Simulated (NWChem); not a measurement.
All runs are NWChem calculations. System: H2Ge, charge 1, spin multiplicity 2, at the geometry of a parent with another charge or spin, in a state set for the comparison that need not be this species' ground state. Its SCF solution wasn't tested for a lower state. Level: UMP2/def2-TZVP, 9 core orbitals frozen.

The NWChem input:

```
start mol
memory heap 200 mb stack 900 mb global 1100 mb
charge 1
geometry units angstroms nocenter noautoz
  Ge     0.000000     0.000000     0.066351
  H     -1.142489     0.000000    -1.061618
  H      1.142489     0.000000    -1.061618
  symmetry group C2v
end
basis spherical
  * library def2-tzvp
end
scf
  uhf
  nopen 1
  maxiter 100
  thresh 1e-7
  semidirect memsize 60000000 filesize 0
  # guess.movecs holds the orbitals of an unrestricted PBE0 run
  vectors input guess.movecs output mol.movecs
end
mp2
  freeze core 9
end
task mp2 energy
```

NWChem printed:

```
             Northwest Computational Chemistry Package (NWChem) 7.3.0
             --------------------------------------------------------

                                NWChem Input Module
                                -------------------

 Scaling coordinates for geometry "geometry" by  1.889725989
 (inverse scale =  0.529177249)

 Turning off AUTOSYM since
 SYMMETRY directive was detected!

                             Geometry "geometry" -> ""
                             -------------------------

 Output coordinates in angstroms (scale by  1.889725989 to convert to a.u.)

  No.       Tag          Charge          X              Y              Z
 ---- ---------------- ---------- -------------- -------------- --------------
    1 Ge                  32.0000     0.00000000     0.00000000     0.06635100
    2 H                    1.0000    -1.14248900     0.00000000    -1.06161800
    3 H                    1.0000     1.14248900     0.00000000    -1.06161800

 Effective nuclear repulsion energy (a.u.)      21.3263105001

            Nuclear Dipole moment (a.u.)
            ----------------------------
        X                 Y               Z
 ---------------- ---------------- ----------------
     0.0000000000     0.0000000000    -0.0000075589

      Symmetry information
      --------------------

 Group name             C2v
 Group number             16
 Group order               4
 No. of unique centers     2

      Symmetry unique atoms

     1    2


 Summary of "ao basis" -> "" (spherical)
 ------------------------------------------------------------------------------
       Tag                 Description            Shells   Functions and Types
 ---------------- ------------------------------  ------  ---------------------
 *                         def2-tzvp                  on all atoms

 Summary of "ao basis" -> "ao basis" (spherical)
 ------------------------------------------------------------------------------
       Tag                 Description            Shells   Functions and Types
 ---------------- ------------------------------  ------  ---------------------
 Ge                        def2-tzvp                16       48   6s5p4d1f
 H                         def2-tzvp                 4        6   3s1p

                                 NWChem SCF Module
                                 -----------------

  ao basis        = "ao basis"
  functions       =    60
  atoms           =     3
  alpha electrons =    17
  beta  electrons =    16
  charge          =   1.00
  wavefunction    = UHF
  use symmetry    = T
  symmetry adapt  = T

 Summary of "ao basis" -> "ao basis" (spherical)
 ------------------------------------------------------------------------------
       Tag                 Description            Shells   Functions and Types
 ---------------- ------------------------------  ------  ---------------------
 Ge                        def2-tzvp                16       48   6s5p4d1f
 H                         def2-tzvp                 4        6   3s1p

      Symmetry analysis of basis
      --------------------------

        a1         26
        a2          6
        b1         16
        b2         12

 Forming initial guess at       0.1s

   Symmetry analysis of molecular orbitals - initial alpha
   -------------------------------------------------------

  Numbering of irreducible representations:

     1 a1          2 a2          3 b1          4 b2

  Orbital symmetries:

     1 a1          2 a1          3 b2          4 a1          5 b1
     6 a1          7 b2          8 a1          9 b1         10 a1
    11 b2         12 a2         13 b1         14 a1         15 a1
    16 b1         17 a1         18 b2         19 b1         20 a1
    21 a1         22 a1         23 b2         24 a2         25 b1
    26 a1         27 b2

   Symmetry analysis of molecular orbitals - initial beta
   ------------------------------------------------------

  Numbering of irreducible representations:

     1 a1          2 a2          3 b1          4 b2

  Orbital symmetries:

     1 a1          2 a1          3 b2          4 a1          5 b1
     6 a1          7 b2          8 a1          9 b1         10 a1
    11 b2         12 a2         13 b1         14 a1         15 a1
    16 b1         17 a1         18 b2         19 b1         20 a1
    21 a1         22 a2         23 a1         24 b2         25 b1
    26 a1         27 b2

 Starting SCF solution at       0.1s

 ----------------------------------------------
         Quadratically convergent UHF

 Convergence threshold     :          1.000E-07
 Maximum no. of iterations :          100
 Integral*density screening:          1.000E-09
 ----------------------------------------------

              iter       energy          gnorm     gmax       time
             ----- ------------------- --------- --------- --------
                 1    -2076.1494981181  5.79D-01  2.47D-01      1.3
                 2    -2076.1622874340  1.68D-01  4.16D-02      1.3
                 3    -2076.1641038908  8.64D-03  3.97D-03      1.3
                 4    -2076.1641382686  4.64D-05  1.73D-05      1.4
                 5    -2076.1641382700  3.79D-09  1.85D-09      1.6

       Final UHF  results
       ------------------

         Total SCF energy =  -2076.164138270044
      One electron energy =  -2927.958061559112
      Two electron energy =    830.467612788994
 Nuclear repulsion energy =     21.326310500075

                       Sz =      0.5000
                 Sz(Sz+1) =      0.7500
                      S^2 =      0.7676

        Time for solution =      1.5s
[...]
   Bfn.  Coefficient  Atom+Function         Bfn.  Coefficient  Atom+Function
  ----- ------------  ---------------      ----- ------------  ---------------
     6      1.403839  1 Ge s                 21     -1.278090  1 Ge pz
    51     -1.282809  2 H  s                 57     -1.282809  3 H  s
     5      0.364567  1 Ge s                  4     -0.185466  1 Ge s
    18     -0.165738  1 Ge pz

                     UHF Final Beta Molecular Orbital Analysis
                     -----------------------------------------

 Vector   14  Occ=1.000000D+00  E=-1.952008D+00  Symmetry=a1
              MO Center= -5.2D-17, -1.3D-16,  6.5D-02, r^2= 1.8D-01
   Bfn.  Coefficient  Atom+Function         Bfn.  Coefficient  Atom+Function
  ----- ------------  ---------------      ----- ------------  ---------------
    24      0.788704  1 Ge d  0              26     -0.451567  1 Ge d  2
    29      0.168896  1 Ge d  0

 Vector   15  Occ=1.000000D+00  E=-9.138175D-01  Symmetry=a1
              MO Center=  5.0D-19, -1.3D-16, -4.6D-01, r^2= 1.5D+00
   Bfn.  Coefficient  Atom+Function         Bfn.  Coefficient  Atom+Function
  ----- ------------  ---------------      ----- ------------  ---------------
     5      0.583205  1 Ge s                  6      0.362874  1 Ge s
     4     -0.295238  1 Ge s                  3     -0.194306  1 Ge s
    18     -0.154827  1 Ge pz

 Vector   16  Occ=1.000000D+00  E=-6.785806D-01  Symmetry=b1
              MO Center= -3.9D-16, -9.7D-17, -5.9D-01, r^2= 2.1D+00
   Bfn.  Coefficient  Atom+Function         Bfn.  Coefficient  Atom+Function
  ----- ------------  ---------------      ----- ------------  ---------------
    16      0.415403  1 Ge px                19      0.274341  1 Ge px
    50     -0.217093  2 H  s                 56      0.217093  3 H  s
    10     -0.165304  1 Ge px

 Vector   17  Occ=0.000000D+00  E=-2.875883D-01  Symmetry=a1
              MO Center=  3.9D-16,  3.1D-16,  2.2D-01, r^2= 2.7D+00
   Bfn.  Coefficient  Atom+Function         Bfn.  Coefficient  Atom+Function
  ----- ------------  ---------------      ----- ------------  ---------------
     6      0.472858  1 Ge s                 21      0.402111  1 Ge pz
    18      0.306613  1 Ge pz                 5      0.284645  1 Ge s
     4     -0.160392  1 Ge s

 Vector   18  Occ=0.000000D+00  E=-2.342811D-01  Symmetry=b2
              MO Center=  1.3D-15, -5.3D-14, -7.1D-03, r^2= 2.9D+00
   Bfn.  Coefficient  Atom+Function         Bfn.  Coefficient  Atom+Function
  ----- ------------  ---------------      ----- ------------  ---------------
    20      0.694140  1 Ge py                17      0.416206  1 Ge py
    11     -0.185896  1 Ge py

 Vector   19  Occ=0.000000D+00  E=-6.662893D-02  Symmetry=b1
              MO Center= -5.6D-16,  1.3D-16, -8.5D-03, r^2= 4.3D+00
   Bfn.  Coefficient  Atom+Function         Bfn.  Coefficient  Atom+Function
  ----- ------------  ---------------      ----- ------------  ---------------
    19      1.241413  1 Ge px                51      0.926944  2 H  s
    57     -0.926944  3 H  s                 16      0.201844  1 Ge px

 center of mass
 --------------
 x =   0.00000000 y =   0.00000000 z =   0.06880630

 moments of inertia (a.u.)
 ------------------
           8.915047517175           0.000000000000           0.000000000000
           0.000000000000          18.310481581557           0.000000000000
           0.000000000000           0.000000000000           9.395434064383

  Mulliken analysis of the total density
  --------------------------------------

    Atom       Charge   Shell Charges
 -----------   ------   -------------------------------------------------------
    1 Ge  32    31.36   2.00  2.00  1.17  0.79  0.99  0.66  5.98  4.42  1.58  1.03  0.64  8.93  1.09  0.02  0.09  0.01
    2 H    1     0.82   0.20  0.53  0.08  0.01
    3 H    1     0.82   0.20  0.53  0.08  0.01

  Mulliken analysis of the alpha density
  --------------------------------------

    Atom       Charge   Shell Charges
 -----------   ------   -------------------------------------------------------
    1 Ge  32    16.00   1.00  1.00  0.59  0.39  0.56  0.36  2.99  2.21  0.78  0.66  0.40  4.46  0.55  0.01  0.04  0.01
    2 H    1     0.50   0.12  0.32  0.05  0.01
    3 H    1     0.50   0.12  0.32  0.05  0.01

   Mulliken analysis of the beta density
   -------------------------------------

    Atom       Charge   Shell Charges
 -----------   ------   -------------------------------------------------------
    1 Ge  32    15.36   1.00  1.00  0.58  0.40  0.43  0.30  2.99  2.20  0.79  0.37  0.24  4.47  0.54  0.00  0.04  0.00
    2 H    1     0.32   0.08  0.21  0.02  0.00
    3 H    1     0.32   0.08  0.21  0.02  0.00

   Mulliken analysis of the spin density
   -------------------------------------

    Atom       Charge   Shell Charges
 -----------   ------   -------------------------------------------------------
    1 Ge  32     0.64   0.00  0.00  0.01 -0.01  0.13  0.05  0.00  0.01 -0.01  0.29  0.16 -0.01  0.01  0.01 -0.00  0.00
    2 H    1     0.18   0.04  0.11  0.03  0.00
    3 H    1     0.18   0.04  0.11  0.03  0.00

       Multipole analysis of the density wrt the origin
       ------------------------------------------------

     L   x y z        total         alpha         beta         nuclear
     -   - - -        -----         -----         ----         -------
     0   0 0 0      1.000000    -17.000000    -16.000000     34.000000

     1   1 0 0      0.000000      0.000000      0.000000      0.000000
     1   0 1 0      0.000000      0.000000      0.000000      0.000000
     1   0 0 1      0.100866     -0.149197      0.250070     -0.000008

     2   2 0 0    -11.573487    -11.510555     -9.385417      9.322486
     2   1 1 0      0.000000     -0.000000      0.000000      0.000000
     2   1 0 1     -0.000000      0.000000     -0.000000      0.000000
     2   0 2 0     -9.636757     -5.418681     -4.218075      0.000000
     2   0 1 1      0.000000      0.000000     -0.000000      0.000000
     2   0 0 2    -10.671555    -12.132700     -7.091355      8.552499

                   NWChem MP2 Semi-direct Energy/Gradient Module
                   ---------------------------------------------

  Basis functions       =     60
  Molecular orbitals    =     60
  Frozen core           =      9
  Frozen virtuals       =      0
  Active alpha occupied =      8
  Active beta occupied  =      7
  Active alpha virtual  =     43
  Active beta virtual   =     44
  Use MO symmetry       = T
  Use skeleton AO sym   = T

  AO/Fock/Back tols     =   1.0D-09  1.0D-09  1.0D-09

 GA uses MA = F    GA memory limited = T

 Available:
  local mem=  1.26D+08
 global mem=  1.44D+08
 local disk=  0.00D+00
  mp2_memr nvloc                    43
  nvloc new                    43
   1 passes of   8:        4194304                      24537                   2146597.
   1 passes of   8: M    126150552           G      144172000           F     121956248.

 Semi-direct pass number   1 of   1  for UHF alpha       at        1.7s
  vrange nnbf                  1830
  mp2_eaftype                    10  avail_ma_in_mb                  1099
 EAF : mp2_eaftype filesize          10    1073298.
  mp2_eaf for mointskh                     10
Node 0 wrote      5.0 Mb in      0.0 s     Agg I/O rate:  1549.2 Mb/s
 Done moints_semi at        4.8s
  mp2_eaftype                    10  avail_ma_in_mb                  1089
 EAF : mp2_eaftype filesize          10    1073298.
  mp2_eaf for kh                    10
 Done maket at        4.9s
 Done multipass loop at        4.9s

 GA uses MA = F    GA memory limited = T

 Available:
  local mem=  1.26D+08
 global mem=  1.44D+08
 local disk=  0.00D+00
  mp2_memr nvloc                    44
  nvloc new                    44
   1 passes of   7:        4194304                      22737                   1922605.
   1 passes of   7: M    126150552           G      144172000           F     121956248.

 Semi-direct pass number   1 of   1  for UHF beta        at        4.9s
  vrange nnbf                  1830
  mp2_eaftype                    10  avail_ma_in_mb                  1099
 EAF : mp2_eaftype filesize          10     961302.
  mp2_eaf for mointskh                     10
Node 0 wrote      4.5 Mb in      0.0 s     Agg I/O rate:  2274.7 Mb/s
 Done moints_semi at        7.1s
  mp2_eaftype                    10  avail_ma_in_mb                  1089
 EAF : mp2_eaftype filesize          10     961302.
  mp2_eaf for kh                    10
 Done maket at        7.1s
 Done multipass loop at        7.1s

          -------------------------------------------
          SCF energy               -2076.164138270044
          Correlation energy          -0.200767410179
          Singlet pairs                0.000000000000
          Triplet pairs                0.000000000000
          Total MP2 energy         -2076.364905680223
          -------------------------------------------

          ---------------------------------------------------
                    Spin Component Scaled (SCS) MP2
          Same spin pairs                     -0.055086875985
          Same spin scaling factor             0.333333333333
          Opposite spin pairs                 -0.145680534194
          Opposite spin scaling fact.          1.200000000000
          SCS-MP2 correlation energy          -0.193178933028
          Total SCS-MP2 energy             -2076.357317203071
          ---------------------------------------------------

 -----------------------
 Performance information
 -----------------------

 Timer overhead =  2.33D-07 seconds/call

               Nr. of calls         CPU time (s)                 Wall time (s)                GFlops
             ---------------    -------------------     ------------------------------   -------------------
Name         Min   Avg   Max    Min     Avg     Max     Min     Avg     Max   Mx/calls   Min     Max     Sum
mp2: moin     2     2     2    5.3     5.3     5.3      5.3     5.3     5.3     2.6      0.0     0.0     0.0
mp2: make     2     2     2   8.63E-2 8.63E-2 8.63E-2  8.63E-2 8.63E-2 8.63E-2 4.32E-2   0.0     0.0     0.0
mp2: tota     1     1     1    5.5     5.5     5.5      5.5     5.5     5.5     5.5      0.0     0.0     0.0

 The average no. of pstat calls per process was 5.00D+00
 with a timing overhead of 1.17D-06s

 Task  times  cpu:        7.1s     wall:        7.1s

 Total times  cpu:        7.1s     wall:        7.1s
```
